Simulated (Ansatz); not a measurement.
Gas-phase electronic energies from Ansatz, PBE0-D4/def2-TZVP geometries. CCSD(T)/CBS is the MP2 limit (def2-TZVPP, def2-QZVPP) plus CCSD(T) − MP2 in def2-TZVPP, frozen cores. def2 core potentials past Kr. For In, Zr outer-core shells are correlated without core-valence functions, which leaves a few kJ/mol of doubt a bond. Each species was taken in one conformer, which may not be the lowest.

Reaction (redistribution): `CC(C)(C)[NH][Zr]([F])([F])[F]` + `[NH2][In]([F])[F]` → `[NH2][Zr]([F])([F])[F]` + `CC(C)(C)[NH][In]([F])[F]`

```tsv
species	CCSD(T)/CBS(def2) energy (Eh)
`CC(C)(C)[NH][Zr]([F])([F])[F]`	-559.60736
`[NH2][In]([F])[F]`	-445.37255
`[NH2][Zr]([F])([F])[F]`	-402.56154
`CC(C)(C)[NH][In]([F])[F]`	-602.41631
```

Q: Work out ΔE.

A: ΔE = (-402.56154) + (-602.41631) − (-559.60736) − (-445.37255) = 0.00206 Eh = +0.06 eV.

Largest T1 diagnostic among the species: 0.017.

At CCSD(T), def2-SVP lies +0.05 eV from the extrapolated value and def2-TZVPP +0.04 eV. From BLYP to BHLYP (50 % exact exchange), in def2-TZVPP and without D4, ΔE moves by +0.04 eV.
